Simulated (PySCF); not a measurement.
Geometry (Å), atoms numbered from 1 in this order:
```xyz
6

S     1.095   -0.761   -1.107
Si   -0.357   -0.030    0.243
Cl   -2.045   -1.106   -0.124
Cl   -0.725    1.959   -0.037
H     2.029    0.106   -0.675
H     0.026   -0.197    1.656
```

Geometry: PBE0-D3(BJ)/def2-TZVP; GIAO absolute shieldings from PySCF 2.14, gas phase, non-relativistic, averaged over equivalent atoms.

At PBE0/pcSseg-2 (200 basis functions, 31 s wall time on 1 thread of an Arm Neoverse N1, shared host):
| atoms | σ (ppm) |
| --- | --- |
| S1 | 639.1 |
| Si2 | 324.3 |
| Cl3/Cl4 | 829.3 |
| H6 | 24.98 |
| H5 | 30.28 |

Question: What do these become at B97-2/pcSseg-2?

Answer: 
```tsv
atoms	σ at B97-2/pcSseg-2	change
S1	640.2	+1.1
Si2	332.8	+8.5
Cl3/Cl4	835.9	+6.6
H6	25.19	+0.21
H5	30.45	+0.17
```

The largest change is at Si2 (silicon bonded to 2 Cl, S, H). Cost: 200 basis functions, 22 s wall time on 1 thread of an Arm Neoverse N1, shared host.
